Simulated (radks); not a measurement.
Results of a calculation; reference values are marked as such.
Charge is removed step by step from the 2p down level of neutral oxygen, starting from [He] 2s2 2p(up 3, down 1). Code: a radial shooting solver on a logarithmic mesh with Libxc functionals. Model: non-relativistic Kohn-Sham, PBE, spin-polarised, spherical densities, point nucleus.

removed (e)  E - E(0) (eV)  eigenvalue (eV)  E minus straight line (eV)
0                    0.000           -7.193                       0.000
0.25                 2.181          -10.285                      -1.239
0.5                  5.159          -13.569                      -1.681
0.75                 8.979          -17.017                      -1.281
1                   13.679          -20.609                       0.000

Removing the whole electron costs 13.679 eV by Delta-SCF, against 7.193 eV from minus the eigenvalue at the starting occupation. Slater's transition state (half an electron removed) gives 13.569 eV. Integrating minus the eigenvalue over the occupation (Janak's theorem) gives 13.679 eV. The mean slope of the eigenvalue, de/dn, is 13.4 eV per electron. Ionisation energy of O in the NIST Atomic Spectra Database: 13.618 eV (measured).
